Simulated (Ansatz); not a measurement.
`C[SiH3]` + `B1CN1` → `[SiH3]N1BC1` + CH₄ at 298.15 K and 1 bar (ligand exchange at the Si–C bond).

Isolated molecules relaxed with PBE0-D4/def2-TZVP in Ansatz; ΔE leaves out vibrations. CBS: MP2 limit from def2 TZ/QZ plus the TZ coupled-cluster correction, frozen cores. This one scheme is used for every species.

```
      species  CCSD(T)/CBS energy (Eh)  H − E (kJ/mol)  S (J/(mol·K))
    `C[SiH3]`               -330.73916           173.3          255.5
      `B1CN1`               -119.91915           153.4          254.8
`[SiH3]N1BC1`               -410.22623           200.5          311.2
          CH₄                -40.46206           127.4          186.2
```

H − E and S are ideal-gas, rigid-rotor, harmonic terms from PBE0-D4/def2-TZVP. 1 Eh = 2625.50 kJ/mol, R = 8.31446 J/(mol·K).

By hand: ΔE, ΔH, ΔS and ΔG.

ΔE = (-410.22623) + (-40.46206) − (-330.73916) − (-119.91915) = -0.02998 Eh = -78.7 kJ/mol. Δ(H − E) = 200.5 + 127.4 − 173.3 − 153.4 = 1.2, so ΔH = -77.5 kJ/mol. ΔS = 311.2 + 186.2 − 255.5 − 254.8 = -12.9 J/(mol·K). ΔG = -77.5 − 298.15 × (-12.9)/1000 = -73.7 kJ/mol.

By hand: the equilibrium constant, and the temperature at which ΔG would vanish if ΔH and ΔS stayed fixed.

log₁₀ K = −ΔG/(RT ln 10) = 12.9. ΔG = 0 at ΔH/ΔS = 6008 K, far beyond where these terms or the molecules hold.

The number of gas molecules stays the same, so ΔS is small and ΔH decides. A doubt of 5 kJ/mol in ΔE shifts log₁₀ K by 0.9 here. These are equilibria of isolated gas molecules and say nothing of rates. Largest T1 diagnostic: 0.013 (customary marks: 0.02 for closed shells, 0.045 for open ones).
